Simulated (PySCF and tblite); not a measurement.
Results of a calculation; reference values are marked as such.
System: C5H9NOS2, numbered as in [CH2:1]=[CH:2][S:3][S:4][CH2:5][C:6](=[O:7])[NH:8][CH3:9].

Geometries: GFN2-xTB; energies: PBE/pcSseg-1 + D3(BJ), IEF-PCM dimethylsulfoxide; zero-point and thermal terms from GFN2-xTB harmonic modes (soft modes blended into free rotors). Rate constants are transition-state-theory values, counting equivalent paths, without tunnelling. Programs: tblite and PySCF.

Q: Estimate the barrier and the room-temperature rate of the rotation about the S3–S4 bond (torsion C2–S3–S4–C5 from 89° to 272°, rising).

A: The electronic barrier is 9.2 kcal/mol and ΔG‡(298 K) 8.7 kcal/mol, over a C1 saddle with an imaginary mode of 51i cm⁻¹ (GFN2-xTB). With 1 equivalent path, k is 2.8×10⁶ s⁻¹, a mean lifetime of the start of 360 ns against this motion. The end lies 0.7 kcal/mol above the start in free energy.
